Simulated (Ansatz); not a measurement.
`B[NH][GaH2]` + HBr → `BBr` + `[NH2][GaH2]` at 298.15 K and 1 bar (ligand exchange at a B–N bond).

Computed with Ansatz on PBE0-D4/def2-TZVP structures; ΔE is electronic, products minus reactants. CCSD(T)/CBS is the MP2 limit (def2-TZVPP, def2-QZVPP) plus CCSD(T) − MP2 in def2-TZVPP, frozen cores. For Br, Ga outer-core shells are correlated without core-valence functions, which leaves a few kJ/mol of doubt a bond. Scalar relativity is left out up to krypton.

```
      species  CCSD(T)/CBS energy (Eh)  H − E (kJ/mol)  S (J/(mol·K))
`B[NH][GaH2]`              -2006.47671           151.2          298.6
          HBr              -2573.91920            24.6          198.6
        `BBr`              -2599.32470            64.6          245.8
`[NH2][GaH2]`              -1981.05479           115.2          263.8
```

H − E and S are ideal-gas, rigid-rotor, harmonic terms from PBE0-D4/def2-TZVP. 1 Eh = 2625.50 kJ/mol, R = 8.31446 J/(mol·K).

Task: By hand: ΔE, ΔH, ΔS and ΔG.

Result: ΔE = (-2599.32470) + (-1981.05479) − (-2006.47671) − (-2573.91920) = 0.01642 Eh = 43.1 kJ/mol. Δ(H − E) = 64.6 + 115.2 − 151.2 − 24.6 = 4.0, so ΔH = 47.1 kJ/mol. ΔS = 245.8 + 263.8 − 298.6 − 198.6 = 12.4 J/(mol·K). ΔG = 47.1 − 298.15 × (12.4)/1000 = 43.4 kJ/mol.

Task: By hand: the equilibrium constant, and the temperature at which ΔG would vanish if ΔH and ΔS stayed fixed.

Result: log₁₀ K = −ΔG/(RT ln 10) = -7.6. ΔG = 0 at ΔH/ΔS = 3798 K, far beyond where these terms or the molecules hold.

The number of gas molecules stays the same, so ΔS is small and ΔH decides. A doubt of 5 kJ/mol in ΔE shifts log₁₀ K by 0.9 here. These are equilibria of isolated gas molecules and say nothing of rates. Largest T1 diagnostic: 0.014 (customary marks: 0.02 for closed shells, 0.045 for open ones).
